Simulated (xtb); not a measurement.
C3H12Si3, charge +1, doublet, geometry from GFN2-xTB (a state made from the parent by changing its charge; the spin is typed, not shown lowest). Base run: GFN0-xTB (xtb).

The xtb input:
```
$ xtb mol.xyz --gfn 0 --chrg 1 --uhf 1 --json

# file mol.xyz
18

C     -0.71168148     1.23351100    -1.07636252
Si     1.07543037     1.43687106    -0.47476721
C      1.87943260    -0.28895713    -0.16239899
Si     0.75114891    -1.44239867     0.89544079
C     -1.01445039    -1.45475052     0.20294709
Si    -1.90909574     0.26137304     0.09741523
H     -0.72855834     0.76450007    -2.05941756
H     -1.19188360     2.20351012    -1.19113742
H      1.87332515     1.92538266    -1.61317056
H      1.13006559     2.22518524     0.75334844
H      2.08858443    -0.76717264    -1.11779216
H      2.83828187    -0.16102186     0.33336312
H      1.34542763    -2.76177822     0.61738993
H      0.76760630    -0.99306247     2.28487176
H     -1.67107591    -2.05120094     0.83362568
H     -1.03076586    -1.91877697    -0.78248000
H     -1.95484625     0.89334961     1.41458385
H     -3.23073498     0.12042935    -0.51154193
```

Variants of this job, named by their change:

| change | ΔE vs base (mEh) |
|---|---|
| base | 0.000 |
| etemp = 5000 | -30.669 |
| etemp = 1000 | -2.805 |
| etemp = 10 | 0.255 |
